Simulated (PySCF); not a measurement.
Stepwise substitution at one centre (Al H-SH). Gas-phase values, no solvent. One relaxed conformer stands for each flexible species; it need not be the lowest. Strings in code marks are SMILES.

Calculation: PBE-D3(BJ)/def2-TZVP // PBE0-D3(BJ)/def2-TZVP (PySCF 2.14.0). Excitations are Tamm–Dancoff values on a coarser integration grid. The basis has no diffuse functions, so Rydberg states are missing or too high.

| species | S1 oscillator strength | S1 excitation (TDA) (eV) | HOMO (eV) |
|---|---|---|---|
| 0 of 3 H replaced by SH (`[AlH3]`) | – | – | [?] |
| 1 of 3 H replaced by SH | 0.077 | [?] | -6.69 |
| 2 of 3 H replaced by SH (`[AlH]([SH])[SH]` (H–S–Al–S torsion 0°, S–Al–S–H torsion 0°)) | 0.062 | 5.22 | -6.52 |
| 3 of 3 H replaced by SH (`[Al]([SH])([SH])[SH]`) | 0.000 | 5.09 | -6.52 |

Task: What belongs in the gaps?

Result: 
- 0 of 3 H replaced by SH (`[AlH3]`), HOMO (eV): -7.30
- 1 of 3 H replaced by SH, S1 excitation (TDA) (eV): 5.14
